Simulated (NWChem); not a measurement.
Molecule: SnSiH3Cl, singlet; SMILES [SiH3][Sn][Cl]

Low-valent species are run as closed-shell singlets; no triplet was tried in these runs. def2 effective core potentials on Sn; no spin-orbit coupling.

Task: Give the equilibrium geometry at PBE0/def2-SVP with def2 effective core potentials on Sn (NWChem) as a list of bonds and angles, with the point group.

Result: point group Cs; any orientation.
Bonds (Å): Sn1–Cl2 2.403, Sn1–Si3 2.677, Si3–H4 1.499, Si3–H5 1.499, Si3–H6 1.500. Angles (°): Cl2–Sn1–Si3 89.4, Sn1–Si3–H4 109.3, Sn1–Si3–H5 109.3, Sn1–Si3–H6 114.2, H4–Si3–H5 108.1, H4–Si3–H6 107.8, H5–Si3–H6 107.9.
